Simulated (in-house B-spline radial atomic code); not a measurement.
Computed with a B-spline radial atomic code. Model: two electrons, singlet ground state, non-relativistic, full CI in B-splines with partial waves to l = 8 (at full coupling up to 3e-4 hartree above the limit, correlation up to 0.6 % small), density held at that of full coupling by Lieb maximisation.

Along the adiabatic connection the electron repulsion is scaled by a coupling λ while a local potential keeps the density fixed. At λ = 0 the system is the Kohn-Sham one and W equals the exchange energy; the exchange-correlation energy is the area under W between 0 and 1. The kinetic energy rises with λ as the electrons avoid each other, with dT/dλ = −λ dW/dλ.

Command:
```bash
python run_ac.py task.json out
```
Settings (lengths in bohr, energies in hartree):
```
potential              coulomb
strength               2.47
lmax                   8
wall_radius            6.21
```

Cost of the run: 9.4 s on 1 thread of Intel(R) Xeon(R) Processor @ 2.30GHz, with other jobs on the host.

**W = mean repulsion less Hartree energy, and W of three functionals.**

Given: confinement point charge; nuclear charge 2.47; hard wall radius 6.21 bohr; external potential -Z/r.

Computed: PBE exchange minus exact 18.188 millihartree; SCAN exchange minus exact -4.8297 millihartree.

```json
{"coupling": "0", "W xc (hartree)": "-1.3192", "W xc minus exchange (millihartree)": "0", "kinetic minus Kohn-Sham (millihartree)": "0", "LDA (PW92) W minus its exchange (millihartree)": "0", "PBE W minus its exchange (millihartree)": "0", "SCAN W minus its exchange (millihartree)": "0"}
{"coupling": "0.02", "W xc (hartree)": "-1.3211", "W xc minus exchange (millihartree)": "-1.901", "kinetic minus Kohn-Sham (millihartree)": "0.02", "LDA (PW92) W minus its exchange (millihartree)": "-12.46", "PBE W minus its exchange (millihartree)": "-1.8", "SCAN W minus its exchange (millihartree)": "-1.83"}
{"coupling": "0.05", "W xc (hartree)": "-1.3239", "W xc minus exchange (millihartree)": "-4.728", "kinetic minus Kohn-Sham (millihartree)": "0.12", "LDA (PW92) W minus its exchange (millihartree)": "-25.7", "PBE W minus its exchange (millihartree)": "-4.53", "SCAN W minus its exchange (millihartree)": "-4.51"}
{"coupling": "0.12", "W xc (hartree)": "-1.3304", "W xc minus exchange (millihartree)": "-11.212", "kinetic minus Kohn-Sham (millihartree)": "0.67", "LDA (PW92) W minus its exchange (millihartree)": "-49.63", "PBE W minus its exchange (millihartree)": "-10.93", "SCAN W minus its exchange (millihartree)": "-10.59"}
{"coupling": "0.25", "W xc (hartree)": "-1.342", "W xc minus exchange (millihartree)": "-22.848", "kinetic minus Kohn-Sham (millihartree)": "2.81", "LDA (PW92) W minus its exchange (millihartree)": "-83.51", "PBE W minus its exchange (millihartree)": "-22.71", "SCAN W minus its exchange (millihartree)": "-21.33"}
{"coupling": "0.4", "W xc (hartree)": "-1.3549", "W xc minus exchange (millihartree)": "-35.659", "kinetic minus Kohn-Sham (millihartree)": "6.97", "LDA (PW92) W minus its exchange (millihartree)": "-114.46", "PBE W minus its exchange (millihartree)": "-35.91", "SCAN W minus its exchange (millihartree)": "-33"}
{"coupling": "0.6", "W xc (hartree)": "-1.371", "W xc minus exchange (millihartree)": "-51.786", "kinetic minus Kohn-Sham (millihartree)": "15.02", "LDA (PW92) W minus its exchange (millihartree)": "-148.3", "PBE W minus its exchange (millihartree)": "-52.73", "SCAN W minus its exchange (millihartree)": "-47.55"}
{"coupling": "0.8", "W xc (hartree)": "?", "W xc minus exchange (millihartree)": "?", "kinetic minus Kohn-Sham (millihartree)": "?", "LDA (PW92) W minus its exchange (millihartree)": "?", "PBE W minus its exchange (millihartree)": "?", "SCAN W minus its exchange (millihartree)": "?"}
{"coupling": "1", "W xc (hartree)": "-1.4003", "W xc minus exchange (millihartree)": "-81.128", "kinetic minus Kohn-Sham (millihartree)": "38.37", "LDA (PW92) W minus its exchange (millihartree)": "-201.61", "PBE W minus its exchange (millihartree)": "-83.63", "SCAN W minus its exchange (millihartree)": "-73.84"}
{"coupling": "1.4", "W xc (hartree)": "-1.4263", "W xc minus exchange (millihartree)": "-107.12", "kinetic minus Kohn-Sham (millihartree)": "69.45", "LDA (PW92) W minus its exchange (millihartree)": "-243.55", "PBE W minus its exchange (millihartree)": "-111.2", "SCAN W minus its exchange (millihartree)": "-97.09"}
{"coupling": "2", "W xc (hartree)": "?", "W xc minus exchange (millihartree)": "?", "kinetic minus Kohn-Sham (millihartree)": "?", "LDA (PW92) W minus its exchange (millihartree)": "?", "PBE W minus its exchange (millihartree)": "?", "SCAN W minus its exchange (millihartree)": "?"}
{"coupling": "3", "W xc (hartree)": "-1.5058", "W xc minus exchange (millihartree)": "-186.6", "kinetic minus Kohn-Sham (millihartree)": "239.86", "LDA (PW92) W minus its exchange (millihartree)": "-357.09", "PBE W minus its exchange (millihartree)": "-196.9", "SCAN W minus its exchange (millihartree)": "-169.25"}
{"coupling": "4.5", "W xc (hartree)": "-1.5569", "W xc minus exchange (millihartree)": "-237.68", "kinetic minus Kohn-Sham (millihartree)": "429.29", "LDA (PW92) W minus its exchange (millihartree)": "-425.26", "PBE W minus its exchange (millihartree)": "-254.01", "SCAN W minus its exchange (millihartree)": "-217.43"}
{"coupling": "7", "W xc (hartree)": "-1.6142", "W xc minus exchange (millihartree)": "-295", "kinetic minus Kohn-Sham (millihartree)": "753.41", "LDA (PW92) W minus its exchange (millihartree)": "-501.97", "PBE W minus its exchange (millihartree)": "-321.66", "SCAN W minus its exchange (millihartree)": "-274"}
{"coupling": "10", "W xc (hartree)": "-1.6583", "W xc minus exchange (millihartree)": "-339.06", "kinetic minus Kohn-Sham (millihartree)": "1123.2", "LDA (PW92) W minus its exchange (millihartree)": "-563.33", "PBE W minus its exchange (millihartree)": "-377.62", "SCAN W minus its exchange (millihartree)": "-319.38"}
```

What belongs in the row 0.8?

W xc (hartree): -1.3861; W xc minus exchange (millihartree): -66.914; kinetic minus Kohn-Sham (millihartree): 25.59; LDA (PW92) W minus its exchange (millihartree): -176.8; PBE W minus its exchange (millihartree): -68.62; SCAN W minus its exchange (millihartree): -61.13.

What belongs in the row 2?

W xc (hartree): -1.4601; W xc minus exchange (millihartree): -140.93; kinetic minus Kohn-Sham (millihartree): 126.65; LDA (PW92) W minus its exchange (millihartree): -293.75; PBE W minus its exchange (millihartree): -147.35; SCAN W minus its exchange (millihartree): -127.5.

What is the LDA exchange minus exact?

183.45 millihartree.

**Energy parts, natural occupations and partial-wave weights.**

Computed: total energy -4.7114 hartree; kinetic part of the DFT correlation energy 0.038369 hartree; initial slope twice GL2 -0.095391 hartree; kinetic part over minus potential part 0.47295; Hartree energy 2.6384 hartree; Kohn-Sham kinetic 4.6728 hartree; Lieb Oxford ratio E_xc over LDA exchange 1.1992.

```tsv
natural	occupation of the shell (electrons)
s	1.99
p	0.0050442
s	0.0043731
d	?
p	0.00017067
s	8.0532e-05
```

What belongs in the row d?

occupation of the shell (electrons): 0.000229.

```csv
wave,weight
s,0.99723
p,0.0026157
d,?
f,1.7885e-05
g,4.1382e-06
```

What belongs in the row d?

weight: 0.00012823.

What is the exchange energy?

-1.3192 hartree.

What is the correlation energy?

-0.042759 hartree.

Half-way to full coupling W has made 54 % of its drop, against 50 % for a straight line, and second-order (GL2) theory, half the initial slope, overshoots the correlation energy by about 12 %: a moderate bend, as in light atoms. Over couplings 0 to 1 the errors in E_xc come to about +103 millihartree for LDA, +17 millihartree for PBE, -1.3 millihartree for SCAN, so SCAN is nearest. In LDA and PBE and SCAN the errors of exchange and correlation have opposite signs, so the sum is smaller than the larger of the two.
